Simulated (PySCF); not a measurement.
**Telling isomers of C₈H₁₀Si apart by NMR**

- coordinates at the PBE0-D3(BJ)/def2-SVP level
- NMR shieldings at PBE0/pcSseg-1/GIAO
- run in PySCF
- single conformer, equivalent nuclei averaged, no relativistic terms, in vacuum

References, each an isolated molecule treated in the same way: $^{1}$H and $^{13}$C vs TMS. Where no couplings were computed, multiplicities follow the n + 1 count of equivalent neighbours, and m marks all less simple cases (inequivalent or close neighbours, rings, F or P nearby). Shifts are as computed. Against solution values, carbons near 30 ppm lie about +2 ppm off and those near 130 ppm about +5 ppm. Of 1211 compounds with measured shifts, 218 miss one by over three times the rms of a fit or turn the order of signals round; such compounds aren't used in these exercises.

(1) Tabulate the signals of `[SiH3]Cc1ccc2c(c1)C2`, `CC#CC#C/C=C/C[SiH3]`, `C=CC1=C[SiH2]C=C1C=C` and their relative energies.

(2) What is the quickest way to tell [SiH3]Cc1ccc2c(c1)C2 from CC#CC#C/C=C/C[SiH3]?

(3) What is the quickest way to tell [SiH3]Cc1ccc2c(c1)C2 from C=CC1=C[SiH2]C=C1C=C?

(4) What is the quickest way to tell CC#CC#C/C=C/C[SiH3] from C=CC1=C[SiH2]C=C1C=C?

## Answers

(1) 
```json
{"SMILES": "[SiH3]Cc1ccc2c(c1)C2", "carbon types": "3×C 3×CH 2×CH2", "δC": "146.4, 133.8, 132.5, 128.0, 119.9, 118.8, 21.9, 20.1", "δH": "7.27 (d, 1H), 7.12 (s, 1H), 7.06 (d, 1H), 3.92 (t, 3H), 3.32 (s, 2H), 2.25 (q, 2H)", "E rel. (kcal/mol)": "5.7"}
{"SMILES": "CC#CC#C/C=C/C[SiH3]", "carbon types": "4×C 2×CH 1×CH2 1×CH3", "δC": "154.1, 115.9, 86.4, 85.1, 75.5, 71.4, 18.7, 5.8", "δH": "6.45 (m, 1H), 5.58 (d, 1H), 3.89 (t, 3H), 2.07 (s, 3H), 1.81 (m, 2H)", "E rel. (kcal/mol)": "35.2"}
{"SMILES": "C=CC1=C[SiH2]C=C1C=C", "carbon types": "2×C 4×CH 2×CH2", "δC": "166.9, 143.2, 135.5, 128.7", "δH": "6.82 (m, 2H), 6.15 (t, 2H), 5.62 (m, 2H), 5.58 (m, 2H), 4.74 (m, 2H)", "E rel. (kcal/mol)": "0.0"}
```

Energies are electronic energies at PBE0/pcSseg-1 on these geometries, without zero-point or thermal terms, each for the one conformer computed, which needn't be the lowest.

(2) Both give the same number of carbon signals, but DEPT or the intensities differ. The first has a substituted aromatic carbon (C) at 146.4 ppm, the second a propargylic methyl carbon (CH3) at 5.8 ppm. Their most deshielded carbons lie at 146.4 and 154.1 ppm. In the proton spectra the most deshielded non-exchanging signals are 7.27 (d, 1H) and 6.45 (m, 1H).

(3) Count the carbon signals: 8 against 4. The first has a three-membered-ring carbon (CH2) at 21.9 ppm, the second a terminal =CH2 carbon at 128.7 ppm. Their most deshielded carbons lie at 146.4 and 166.9 ppm. In the proton spectra the most deshielded non-exchanging signals are 7.27 (d, 1H) and 6.82 (m, 2H).

(4) Count the carbon signals: 8 against 4. The first has an alkyne carbon (C) at 86.4 ppm, the second a fully substituted alkene carbon (C) at 166.9 ppm. Their most deshielded carbons lie at 154.1 and 166.9 ppm.
